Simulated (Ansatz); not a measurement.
Relaxation of the cluster LiCoO₂ with UKS PBE0-D4/def2-TZVP.

```sh
$ ansatz run in.yaml --threads 4 --pin off --events-out ev --progress --plain --max-ram 3916MiB
```

```yaml
crystal:
  periodic: [false, false, false]
  atoms:
    - {symbol: Li, position_ang: [-0.425240, -1.138120, 0.219718]}
    - {symbol: Co, position_ang: [0.339483, 0.908580, -0.175369]}
    - {symbol: O, position_ang: [1.260607, -0.397654, -0.319713]}
    - {symbol: O, position_ang: [-1.174850, 0.627194, 0.275364]}
basis:
  gaussian: {orbitals: def2-TZVP}
magnetization: {spin_polarized: true, initial_magnetization: 2}
hamiltonian: {xc: pbe0, dispersion: d4}
scf: {lower_state_search: "off"}
output: {orbitals: {seedname: orbitals}}
relax: {f_tol: 0.02, max_steps: 100}
```

Run time 12 s (4 threads of Arm Neoverse V2 on a shared host).

Positions (Å) and forces (eV/Å) at steps 1, 2, 3, 4, 5 of 5:

```xyz
4
step=1 energy=-41916.5463 eV
Li   -0.425   -1.138    0.220   -0.085   -0.193   -0.016
Co    0.339    0.909   -0.175    0.837    2.294   -0.527
O     1.261   -0.398   -0.320    0.002   -1.210    0.179
O    -1.175    0.627    0.275   -0.754   -0.891    0.364
4
step=2 energy=-41916.6348 eV
Li   -0.435   -1.149    0.196    0.010   -0.008    0.053
Co    0.339    0.935   -0.224    0.482    1.319   -0.300
O     1.253   -0.401   -0.280   -0.180   -0.684    0.107
O    -1.157    0.614    0.308   -0.312   -0.628    0.139
4
step=3 energy=-41916.7032 eV
Li   -0.428   -1.148    0.226    0.012    0.051   -0.039
Co    0.373    1.002   -0.199   -0.066   -0.153   -0.007
O     1.195   -0.419   -0.299   -0.047    0.082    0.041
O    -1.141    0.564    0.272    0.102    0.020    0.004
4
step=4 energy=-41916.7021 eV rejected
Li   -0.429   -1.137    0.201   -0.022   -0.086    0.058
Co    0.362    0.995   -0.230   -0.009   -0.065    0.075
O     1.198   -0.419   -0.270    0.015    0.076   -0.067
O    -1.131    0.561    0.299    0.016    0.076   -0.067
4
step=5 energy=-41916.7046 eV
Li   -0.428   -1.143    0.215   -0.004   -0.012    0.002
Co    0.368    0.996   -0.211    0.001    0.003   -0.001
O     1.198   -0.418   -0.287   -0.003    0.007    0.001
O    -1.137    0.565    0.283    0.007    0.002   -0.002
```

The relaxation made no stability test and no search for a lower SCF solution. At PBE0-D4/def2-TZVP a quintet of charge 0 lies 0.12 eV below the triplet, each at its own geometry. The structure comes from a short search, and lower isomers may exist.
